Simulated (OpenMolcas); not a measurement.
## Nb III: the spin-orbit constant, worked from levels

```yaml
Program: OpenMolcas
Basis: ANO-RCC-VTZP [7s6p4d2f1g]
Scalar_Hamiltonian: DKH2, point nucleus
Active_space: 3 electrons in 9 orbitals (RAS2 4d 5s; RAS3 5p, at most 2 electrons)
State_averaging: 2S+1 = 4 even, 20 roots; 2S+1 = 2 even, 70 roots kept (CI in the orbitals of an earlier block); 2S+1 = 4 odd, 45 roots; 2S+1 = 2 odd, 80 roots kept (CI in the orbitals of an earlier block)
Spin-orbit_coupling: state interaction with AMFI integrals over the reference wave functions, term energies averaged over their components
```

Methods: RASSCF; MS-RASPT2, IPEA 0.25 Eh, imaginary shift 0.1 Eh (closed shells correlated: 4s 4p). Measured levels: the list in Shadmi, J. Res. Natl. Bur. Stand. 70A, 435 (1966).

**The spin-orbit constant.** For the Hund term 4F of d3, E(J) = (A/2) J(J+1) + constant and ζ = 2S·A = 3A. From J = 3/2 to J = 9/2 the energy changes by 10.5 A.

```
   Source  E(9/2) - E(3/2)      A    ζ
   RASSCF           2013.1  191.7  575
MS-RASPT2           2016.8  192.1  576
 measured           1939.0  184.7  554
```

All in cm-1. MS-RASPT2 is off by +4.0 % and RASSCF by +3.8 %. Both methods take the spin-orbit matrix elements from the reference wave functions, so the second can move ζ only through the term energies and any multistate remixing. Second-order mixing with other terms is absorbed into this ζ.

CASPT2 does not keep the components of a term degenerate, so their means are used; among the terms shown or strongly mixed into the levels shown the widest spread is 660 cm-1 (4d3 4F, MS-RASPT2). Without dynamic correlation excited terms often stand tens of per cent too high (terms of higher spin than the ground term too low), and those without a measured partner can miss by more than the paired ones (holds for RASSCF). Blocks of more than 70 roots (2S+1 = 2 odd) ran without multistate coupling (holds for MS-RASPT2). Computed and measured levels are paired by configuration, term and J; levels that our copy of the source lacks, or whose pairing is in doubt (as where it misses far off the trend of its configuration), stay unpaired and out of the deviations. Levels of configurations outside the active space are missing.
